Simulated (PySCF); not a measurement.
Species: C3H6O2Si.
Z-matrix (Å and degrees, PBE0-D3(BJ)/def2-SVP geometry), rows numbered from 1:
```
O 
C   1  1.2113
C   2  1.4646  1  125.08
C   3  1.3462  2  119.25  1     0.22
O   4  1.3299  3  123.55  2   179.23
Si  5  1.6912  4  127.13  3   170.47
H   2  1.1197  1  120.33  3  -179.86
H   3  1.0925  2  119.95  1  -179.71
H   4  1.1005  3  118.84  2     0.02
H   6  1.4842  5  106.05  4   149.94
H   6  1.4920  5  108.54  4    29.75
H   6  1.4893  5  109.29  4   -90.57
```

The closed-shell ground state was solved at several levels (PySCF, density fitting, gas phase, non-relativistic).

```json
{"level": "B3LYP/def2-SVPD", "basis functions": "178", "total energy (Eh)": "-557.6137", "HOMO (eV)": "-7.05", "LUMO (eV)": "-1.85", "gap (eV)": "5.20", "dipole (D)": "3.56"}
{"level": "KT2/pcSseg-2", "basis functions": "307", "total energy (Eh)": "-564.7490", "HOMO (eV)": "-5.79", "LUMO (eV)": "-2.48", "gap (eV)": "3.31", "dipole (D)": "3.58"}
```

**Question.** Estimate the row for PBE0/pcSseg-1, a basis of 139 functions; the other rows only guide the guess.

**Answer.** Total energy -557.3958 Eh, HOMO -7.23 eV, LUMO -1.46 eV, gap 5.77 eV, dipole 3.44 D.

**Question.** Over all these levels, which gives the widest orbital gap and which the narrowest?

**Answer.** PBE0/pcSseg-1 (global hybrid, 25 % exact exchange) has the widest, 5.77 eV, and KT2/pcSseg-2 (GGA) the narrowest, 3.31 eV. Functional and basis both differ between the two, so the spread mixes both effects.

**Question.** How far do the dipole and the HOMO energy spread over the levels?

**Answer.** The dipole runs from 3.44 to 3.58 D (mean 3.53 D) and the HOMO from -7.23 to -5.79 eV.

One conformer stands for the species.
